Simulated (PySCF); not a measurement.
Vibration and rotation of SrSb⁻

PBE0 constants of SrSb⁻, ³Π (triplet), unpaired electrons σ ↑, π ↑ (Sr def2-SVPD with ECP28, Sb def2-SVPD with ECP28; scalar-relativistic core potentials (PySCF 2.14); masses 87.9056 and 120.9038 u):

| Item | Value |
| --- | --- |
| ωe | 149.0 cm⁻¹ |
| ωexe | 0.495 cm⁻¹ |
| Be | 0.034577 cm⁻¹ |
| αe | 0.000128 cm⁻¹ |

(1) What force constant and bond length do these constants imply?

(2) Estimate the centrifugal constant D from the Kratzer relation and find the Dunham coefficient a1.

These are scalar-relativistic numbers at best; spin–orbit coupling would shift them, the dissociation energy most. The state is the lowest determinant that a PBE0 search found; another state may lie lower at other levels.

Answers

(1) Reduced mass μred = 50.899 u; k = 5.8918×10⁻⁷·μred·ωe² (u, cm⁻¹, mdyn/Å) = 0.666 mdyn/Å; Re = √(16.8576/(μred·Be)) (u, cm⁻¹, Å) = 3.095 Å.

(2) D = 4Be³/ωe² = 7.45e-09 cm⁻¹; a1 = −1 − αeωe/(6Be²) = -3.66.
